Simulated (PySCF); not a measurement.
# Reading the logs of faulty runs: AlB2H5N cation

Calculated results; nothing here was measured. The program is PySCF 2.14.0, an open-source quantum chemistry code, run on an isolated molecule that a program drew, which may never have been made. The molecule is AlB2H5N cation (charge +1, singlet), drawn as the SMILES string `N[B+][BH][AlH2]`.

Each row is a Hartree-Fock (HF) and frozen-core CCSD(T) single point in the cc-pV(D+d)Z basis, meant for a local HF minimum. Run 1 is clean. Each other run has one planted mistake out of seven kinds, and not every kind appears here: one electron removed, one electron added, multiplicity raised by two, geometry at a saddle point, minimal basis STO-3G, one bond length entered in bohr, all coordinates scaled. The reference is restricted for singlets and unrestricted otherwise, and also for a bond in bohr. Adding or removing an electron swaps singlet and doublet. Electrons count all cores. HOMO and LUMO are orbital energies over both spins, the gradient is its largest component, and the lowest frequency (negative if imaginary) is given only where the gradient is small. Bond lengths are over the 8 bonds as drawn. T1 is the CCSD diagnostic: over 0.02 (restricted) or 0.045 (unrestricted) a single reference is doubtful.

Geometry of the clean run:
```xyz
9
AlB2H5N cation, angstrom
N    -1.9590    1.2650    0.2486
B    -0.9841    1.9787   -0.2941
B     0.2674    2.9028   -0.9012
Al    1.6958    4.1385    0.2094
H    -2.5943    0.7065   -0.3014
H    -2.1343    1.2288    1.2411
H     0.3787    2.8700   -2.0939
H     1.2640    5.6274    0.4330
H     3.0081    3.4091    0.6557
```

| run | electrons | basis functions | <S^2> | HOMO (eV) | LUMO (eV) | gradient (hartree/bohr) | lowest frequency (cm^-1) | mean bond (Å) | longest bond (Å) | T1 | HF (hartree) | CCSD(T) (hartree) | mistake |
|---|---|---|---|---|---|---|---|---|---|---|---|---|---|
| 1 | 34 | 90 | 0.000 | -14.94 | -4.55 | 2.4e-05 | 99 | 1.4417 | 2.191 | 0.0184 | -348.38366 | -348.81132 | no fault |
| 2 | 34 | 90 | 0.000 | -14.47 | -4.46 | 6.8e-02 | - | 1.5773 | 2.397 | 0.0218 | -348.32780 | -348.76874 | all coordinates scaled |
| 3 | 34 | 29 | 0.000 | -12.85 | -1.01 | 4.1e-02 | - | 1.4417 | 2.191 | 0.0234 | -344.19521 | -344.39953 | minimal basis STO-3G |
| 4 | 34 | 90 | 2.021 | -13.23 | -5.86 | 4.7e-02 | - | 1.4417 | 2.191 | 0.0186 | -348.32397 | -348.73685 | ? |
| 5 | 34 | 90 | 0.000 | -14.93 | -4.93 | 3.1e-05 | -130 | 1.4472 | 2.232 | 0.0173 | -348.37983 | -348.80651 | ? |

**Which mistake was planted in run 4, and what did it cost?**

Electrons, basis and geometry are unchanged, and <S^2> is 2.021, beside S(S+1) = 2.00 for a multiplicity of 3. So the mistake is: multiplicity raised by two. Subtracting run 1 and multiplying by 627.51 kcal/mol a hartree, the energy moved by 37.5 kcal/mol in HF and 46.7 kcal/mol in CCSD(T).

**Which mistake was planted in run 5, and what did it cost?**

The gradient is small, so the point is stationary, but the lowest frequency is imaginary (-130 cm^-1). So the mistake is: geometry at a saddle point. Subtracting run 1 and multiplying by 627.51 kcal/mol a hartree, the energy moved by 2.4 kcal/mol in HF and 3.0 kcal/mol in CCSD(T).

Cautions from the logs. Run 2: T1 is over the limit, so its CCSD(T) energy is less reliable; run 3: T1 is over the limit, so its CCSD(T) energy is less reliable.
